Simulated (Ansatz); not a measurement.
Reaction (redistribution): `[OH][Hf]([OH])([OH])[F]` + `CO[SiH](I)OC` → `[OH][Hf]([OH])([OH])[I]` + `CO[SiH](F)OC`

Isolated molecules relaxed with PBE0-D4/def2-TZVP in Ansatz; ΔE leaves out vibrations. CCSD(T)/CBS is the MP2 limit (def2-TZVPP, def2-QZVPP) plus CCSD(T) − MP2 in def2-TZVPP, frozen cores. DFT in def2-TZVPP. B3LYP here is the variant with VWN-RPA as its local correlation; programs differ in this. def2 core potentials past Kr. For Hf, I outer-core shells are correlated without core-valence functions, which leaves a few kJ/mol of doubt a bond. One conformer a species, not always the lowest.

```json
{"level": "PBE0-D4", "ΔE (kJ/mol)": "-38.7", "difference from CCSD(T)/CBS": "6.9"}
{"level": "B3LYP-D4", "ΔE (kJ/mol)": "-39.5", "difference from CCSD(T)/CBS": "6.1"}
{"level": "ωB97X-V", "ΔE (kJ/mol)": "-40.4", "difference from CCSD(T)/CBS": "5.2"}
{"level": "ωB97M-V", "ΔE (kJ/mol)": "-43.1", "difference from CCSD(T)/CBS": "2.5"}
{"level": "B2PLYP", "ΔE (kJ/mol)": "-49.0", "difference from CCSD(T)/CBS": "-3.4"}
{"level": "PBE0", "ΔE (kJ/mol)": "-42.0", "difference from CCSD(T)/CBS": "3.6"}
{"level": "B3LYP", "ΔE (kJ/mol)": "-45.8", "difference from CCSD(T)/CBS": "-0.2"}
{"level": "HF/def2-TZVPP", "ΔE (kJ/mol)": "-71.9", "difference from CCSD(T)/CBS": "-26.3"}
{"level": "SCS-MP2/def2-TZVPP", "ΔE (kJ/mol)": "-53.0", "difference from CCSD(T)/CBS": "-7.4"}
{"level": "CCSD/def2-TZVPP", "ΔE (kJ/mol)": "-55.2", "difference from CCSD(T)/CBS": "-9.6"}
{"level": "HF/def2-QZVPP", "ΔE (kJ/mol)": "-72.7", "difference from CCSD(T)/CBS": "-27.1"}
{"level": "MP2/def2-QZVPP", "ΔE (kJ/mol)": "-48.1", "difference from CCSD(T)/CBS": "-2.5"}
{"level": "SCS-MP2/def2-QZVPP", "ΔE (kJ/mol)": "-49.4", "difference from CCSD(T)/CBS": "-3.8"}
{"level": "HF/CBS(def2)", "ΔE (kJ/mol)": "-72.9", "difference from CCSD(T)/CBS": "-27.3"}
{"level": "MP2/CBS(def2)", "ΔE (kJ/mol)": "-44.7", "difference from CCSD(T)/CBS": "0.9"}
{"level": "CCSD/CBS(def2)", "ΔE (kJ/mol)": "-47.9", "difference from CCSD(T)/CBS": "-2.3"}
{"level": "CCSD(T)/CBS", "ΔE (kJ/mol)": "-45.6", "difference from CCSD(T)/CBS": "0"}
```

Largest T1 diagnostic among the species: 0.015.

The D4 term adds +6.3 kJ/mol with B3LYP and +3.2 kJ/mol with PBE0; it sums over pairs of atoms, weighted by their polarisabilities, and B3LYP, whose exchange is more repulsive, gets the larger term. From PBE to PBE0 (25 % exact exchange), in def2-TZVPP and without D4, ΔE moves by −10.6 kJ/mol.
